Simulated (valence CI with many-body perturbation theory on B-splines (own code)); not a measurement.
Pr⁵⁴⁺ in brief

Calculated by configuration interaction combined with many-body perturbation theory (CI+MBPT): three valence electrons over a frozen Dirac-Fock core [He], a basis of 11 s, 11 p, 9 d, 7 f, 5 g, 2 h, 1 i functions for each j, with the one-electron correlation potential Σ1 (screened to all orders), the two-electron term Σ2, the three-electron term Σ3, Breit, model QED; selected single and double excitations, second order for the rest (own B-spline code, finite nucleus).

The last digits are not significant, and no measured levels were compared; by estimate large intervals hold to a few tenths of a per cent, small ones and those within an open d or f shell to about a per cent.

Levels are named by their leading jj configuration (3d3/2^4 stands for four electrons in 3d with j = 3/2), which in mixed levels can hold well under half, so a name can repeat and another be missing.

Rates and lifetimes use the calculated energies. Strong lines usually hold to 10 to 20 %, long lifetimes can be off by a factor of two.

**Question.** What is the ground level?

**Answer.** (2s^2 2p1/2) J=1/2, composition 100 % 2s2 2p 2P°, g = 0.635.

**Question.** What are the static dipole polarisabilities of the lowest levels?

**Answer.** (2s^2 2p1/2) J=1/2 0.000454 bohr³, of which the core gives 6.21e-07.

**Question.** Among levels below 7521.8 eV, which E1 lines absorb most strongly from the ground level?

**Answer.** to (2s^2 3d3/2) J=3/2 at 0.1881 nm, f = 0.547; to (2s 2p1/2 3p1/2) J=3/2 at 0.1900 nm, f = 0.237; to (2s 2p1/2 3p3/2) J=3/2 at 0.1852 nm, f = 0.177.

**Question.** Name the longest-lived excited levels whose lifetime is computed, and their main decay.

**Answer.** (2s^2 2p3/2) J=3/2 at 529.3 eV lives 387 ps, mostly by E1 to (2s 2p1/2^2) J=1/2; (2s 2p1/2 2p3/2) J=5/2 at 694.4 eV lives 196 ps, mostly by E1 to (2s^2 2p3/2) J=3/2; (2s 2p1/2 2p3/2) J=3/2 at 659.9 eV lives 104 ps, mostly by E1 to (2s^2 2p1/2) J=1/2.

**Question.** Where does the other parity begin?

**Answer.** At (2s 2p1/2^2) J=1/2, 187.3 eV.
